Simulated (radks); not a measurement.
Initial-state core-level shifts of the lutetium ion Lu+ when its valence configuration changes from [Xe] 4f14 6s2. Calculated with a radial shooting solver on a logarithmic mesh with Libxc functionals: scalar-relativistic Kohn-Sham, PBE, spin-polarised, spherical densities, point nucleus; open shells are filled with parallel spins first (spin-orbit coupling, left out, can overturn this in heavy ions). Shifts are changes of the shell-averaged eigenvalues in eV (positive: less bound).

valence,1s,2s,3d,4s
4f13.5 6s2 6p0.5,-5.876,-6.205,-6.570,-6.425
4f13 6s2 6p1,-12.054,-12.750,-13.522,-13.168
4f12 6s2 6p2,-25.233,-26.770,-28.469,-27.479
4f14 5d0.5 6s1.5,+1.091,+1.137,+1.117,+1.119
4f14 5d1 6s1,+2.134,+2.221,+2.185,+2.188
4f13 5d0.5 6s1.5 6p1,-10.629,-11.265,-12.066,-11.721
4f12 6s1 6p3,-26.269,-27.806,-29.508,-28.521
4f10 6s2 6p4,-54.826,-58.435,-62.381,-59.113
4f11 5d1 6s2 6p2,-34.705,-37.045,-39.903,-38.027
